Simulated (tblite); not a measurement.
Record of a relaxation.

Compound: C5H9Al.
Numbering: `[CH2:1]=[CH:2][Al:3]([CH3:4])[CH:5]=[CH2:6]` (hydrogens: H7, H8 on C1; H9 on C2; H10, H11, H12 on C4; H13 on C5; H14, H15 on C6)

Computed with GFN2-xTB (tblite), gas phase: L-BFGS steps from a force-field or distance-geometry start until the largest atomic force falls under 0.01 eV/Å. 7 of its 104 geometries are shown.

Step 0: E = -441.4732 eV, largest atomic force 0.983 eV/Å
```
atom  x, y, z in Å  |  force x, y, z in eV/Å
C1      2.644   -0.333   -0.312   -0.741   0.065   0.020
C2      1.448   -0.833    0.047    0.678  -0.177  -0.288
Al3    -0.138    0.201   -0.377   -0.486   0.712   0.473
C4      0.001    2.165   -0.745   -0.443  -0.515   0.385
C5     -1.917   -0.509    0.110    0.781  -0.037  -0.471
C6     -2.240   -1.793    0.004   -0.403  -0.060   0.185
H7      2.636    0.640   -0.839    0.436  -0.724   0.332
H8      3.580   -0.843   -0.101   -0.025   0.338  -0.124
H9      1.386   -1.787    0.576    0.295  -0.029  -0.028
H10    -0.918    2.530   -1.247    0.668   0.079  -0.025
H11     0.921    2.357   -1.311   -0.396   0.530   0.093
H12     0.027    2.665    0.251    0.233  -0.091  -0.699
H13    -2.660    0.180    0.470   -0.498   0.221   0.162
H14    -3.247   -2.093    0.298    0.309  -0.477  -0.163
H15    -1.526   -2.538   -0.352   -0.409   0.167   0.147
```

Step 17: E = -441.7029 eV, largest atomic force 0.195 eV/Å
```
atom  x, y, z in Å  |  force x, y, z in eV/Å
C1      2.654   -0.356   -0.308    0.021  -0.016  -0.030
C2      1.467   -0.863    0.023   -0.028   0.003   0.006
Al3    -0.163    0.237   -0.256    0.009   0.194   0.016
C4      0.005    2.176   -0.726    0.004  -0.011  -0.001
C5     -1.969   -0.504    0.111   -0.040   0.000   0.049
C6     -2.279   -1.798    0.026    0.010  -0.011  -0.026
H7      2.731    0.596   -0.813    0.021   0.084  -0.010
H8      3.598   -0.851   -0.117    0.023  -0.038  -0.001
H9      1.479   -1.831    0.527   -0.043  -0.071   0.009
H10    -0.878    2.540   -1.268    0.044  -0.035   0.020
H11     0.881    2.449   -1.327   -0.084  -0.063   0.032
H12     0.067    2.785    0.186   -0.002  -0.024  -0.033
H13    -2.781    0.150    0.450    0.039   0.052  -0.042
H14    -3.259   -2.191    0.266   -0.025  -0.033  -0.005
H15    -1.557   -2.532   -0.303    0.052  -0.031   0.016
```

Step 34: E = -441.7208 eV, largest atomic force 0.037 eV/Å
```
atom  x, y, z in Å  |  force x, y, z in eV/Å
C1      2.660   -0.378   -0.310    0.014   0.008   0.015
C2      1.458   -0.845    0.032    0.010  -0.002  -0.016
Al3    -0.167    0.282   -0.174   -0.003   0.011   0.020
C4     -0.026    2.200   -0.699    0.026   0.004  -0.003
C5     -1.967   -0.497    0.143   -0.014   0.000  -0.004
C6     -2.246   -1.798    0.040    0.018  -0.008   0.028
H7      2.785    0.617   -0.717   -0.017  -0.009   0.002
H8      3.579   -0.944   -0.204   -0.019  -0.005   0.002
H9      1.434   -1.858    0.442   -0.024   0.003  -0.015
H10    -0.908    2.533   -1.259    0.017  -0.013   0.016
H11     0.843    2.382   -1.341   -0.013   0.029  -0.018
H12     0.075    2.885    0.149   -0.008  -0.028  -0.002
H13    -2.810    0.163    0.374   -0.009  -0.016  -0.027
H14    -3.239   -2.212    0.177    0.024   0.017   0.007
H15    -1.474   -2.522   -0.182   -0.001   0.011  -0.006
```

Step 52: E = -441.7279 eV, largest atomic force 0.045 eV/Å
```
atom  x, y, z in Å  |  force x, y, z in eV/Å
C1      2.636   -0.404   -0.293    0.008  -0.008  -0.005
C2      1.424   -0.870    0.011   -0.008  -0.009   0.008
Al3    -0.166    0.300   -0.194   -0.007   0.003   0.005
C4     -0.011    2.218   -0.708   -0.017   0.001   0.007
C5     -1.972   -0.472    0.109   -0.020   0.000   0.023
C6     -2.192   -1.787    0.076    0.012  -0.005  -0.002
H7      2.775    0.613   -0.637    0.003  -0.011  -0.016
H8      3.543   -0.993   -0.219    0.006   0.014   0.025
H9      1.373   -1.903    0.365    0.001  -0.004  -0.028
H10    -0.932    2.533   -1.214   -0.002   0.024  -0.004
H11     0.817    2.456   -1.383   -0.016  -0.019   0.031
H12     0.096    2.877    0.162    0.020   0.004  -0.018
H13    -2.847    0.165    0.280    0.002  -0.018  -0.040
H14    -3.169   -2.242    0.198    0.022   0.030   0.026
H15    -1.380   -2.484   -0.080   -0.002  -0.001  -0.012
```

Step 69: E = -441.7345 eV, largest atomic force 0.035 eV/Å
```
atom  x, y, z in Å  |  force x, y, z in eV/Å
C1      2.619   -0.425   -0.275   -0.005   0.011  -0.002
C2      1.381   -0.876   -0.066    0.003  -0.006  -0.030
Al3    -0.197    0.320   -0.249    0.025   0.014  -0.009
C4     -0.016    2.252   -0.697   -0.005   0.011   0.001
C5     -1.995   -0.472    0.038    0.017   0.003   0.017
C6     -2.138   -1.794    0.136   -0.019  -0.009   0.023
H7      2.797    0.601   -0.569    0.007   0.020   0.015
H8      3.510   -1.033   -0.169   -0.033   0.001  -0.011
H9      1.293   -1.926    0.221    0.010  -0.013   0.027
H10    -0.939    2.635   -1.147   -0.018  -0.007  -0.003
H11     0.790    2.466   -1.408    0.012  -0.004   0.013
H12     0.173    2.877    0.182    0.024  -0.004  -0.004
H13    -2.906    0.127    0.116   -0.005  -0.004  -0.028
H14    -3.092   -2.288    0.281   -0.016  -0.006   0.009
H15    -1.284   -2.455    0.078    0.004  -0.007  -0.020
```

Step 86: E = -441.7364 eV, largest atomic force 0.024 eV/Å
```
atom  x, y, z in Å  |  force x, y, z in eV/Å
C1      2.609   -0.410   -0.272   -0.006  -0.002   0.004
C2      1.373   -0.872   -0.080    0.007  -0.004  -0.013
Al3    -0.203    0.322   -0.264   -0.013  -0.001   0.000
C4     -0.005    2.258   -0.691    0.005  -0.003  -0.006
C5     -1.997   -0.490    0.004   -0.009  -0.011   0.007
C6     -2.143   -1.808    0.159    0.003   0.014   0.004
H7      2.786    0.625   -0.532    0.009  -0.007   0.002
H8      3.498   -1.023   -0.181    0.007   0.023  -0.002
H9      1.290   -1.929    0.183    0.005  -0.009   0.003
H10    -0.929    2.667   -1.117   -0.003  -0.002   0.019
H11     0.789    2.457   -1.419    0.008  -0.007  -0.005
H12     0.228    2.872    0.187   -0.009  -0.010  -0.005
H13    -2.912    0.108    0.044   -0.002   0.003  -0.003
H14    -3.098   -2.293    0.321   -0.004   0.009  -0.011
H15    -1.291   -2.474    0.130    0.003   0.007   0.006
```

Step 103: E = -441.7405 eV, largest atomic force 0.008 eV/Å
```
atom  x, y, z in Å  |  force x, y, z in eV/Å
C1      2.585   -0.357   -0.257    0.001  -0.002   0.000
C2      1.374   -0.903   -0.142    0.003   0.001  -0.004
Al3    -0.213    0.282   -0.298   -0.004   0.001   0.001
C4      0.032    2.223   -0.672   -0.002   0.001  -0.001
C5     -2.025   -0.503   -0.076    0.005  -0.005   0.001
C6     -2.168   -1.794    0.228   -0.001   0.004  -0.001
H7      2.706    0.706   -0.424   -0.001   0.002   0.001
H8      3.509   -0.920   -0.194    0.004  -0.003   0.005
H9      1.341   -1.981    0.026   -0.003  -0.004   0.000
H10    -0.910    2.696   -0.973   -0.004   0.000   0.002
H11     0.750    2.413   -1.477   -0.004   0.005  -0.004
H12     0.393    2.783    0.198    0.003   0.002  -0.002
H13    -2.945    0.079   -0.187    0.006  -0.002   0.002
H14    -3.127   -2.279    0.365   -0.003   0.003  -0.001
H15    -1.306   -2.436    0.356    0.000  -0.003   0.000
```

Q: Summarise the path.

A: The energy falls by 0.2673 eV from step 0 to step 103; nine tenths of that is first reached at step 24. It falls at every step. The largest force goes from 0.983 to 0.008 eV/Å. Among the bonds C2–Al3 changes most, from 1.940 to 1.987 Å; the atoms move by 0.381 Å rms after alignment.

The cost below is that of the whole relaxation. Hardware: Arm Neoverse V1, one thread, shared host with 64 logical CPUs at a one-minute load of 27. Cost: 0.63 s wall.
